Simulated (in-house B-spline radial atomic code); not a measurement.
**Ionising neutral dysprosium with different functionals**

Computed with a B-spline radial code for spherical atoms: four-component Dirac-Coulomb Hamiltonian, Fermi nucleus of rms radius 5.2218 fm, spin-restricted, spherical fractional occupations for the functionals, and exact exchange of hybrids averaged over the configuration. The ionisation energy is the difference of two self-consistent energies, [Xe] 4f10 6s2 → [Xe] 4f10 6s1, without Breit or QED terms; ε is the level of the shell that loses the electron (mean over j).

```json
{"method": "B3LYP", "rung": "global hybrid", "ΔSCF (eV)": "?", "-ε(6s) (eV)": "?"}
{"method": "PBE0", "rung": "global hybrid", "ΔSCF (eV)": "6.02", "-ε(6s) (eV)": "4.25"}
{"method": "CAM-B3LYP", "rung": "range-separated hybrid", "ΔSCF (eV)": "5.99", "-ε(6s) (eV)": "5.10"}
{"method": "LC-wPBE", "rung": "range-separated hybrid", "ΔSCF (eV)": "?", "-ε(6s) (eV)": "?"}
```

(1) What does B3LYP give?

(2) What does LC-wPBE give?

(3) Among the functionals, which spreads more, the ΔSCF values or the orbital energies?

(4) How do they compare with the NIST value?

Results:

(1) ΔSCF 6.16 eV, and -ε(6s) = 4.17 eV.

(2) ΔSCF 5.77 eV, and -ε(6s) = 5.87 eV.

(3) The orbital energies: ΔSCF values span about 0.39 eV and the orbital energies 1.70 eV; here energy differences depend much less on the functional than eigenvalues do.

(4) NIST lists 5.939 eV (measured, ground level to ground level). Errors run from -0.17 to +0.22 eV; CAM-B3LYP is closest (+0.05 eV), but part of that can be cancellation, since the calculations leave out Breit-QED terms, spin polarisation, the choice among j levels, multiplet and fine-structure energies.
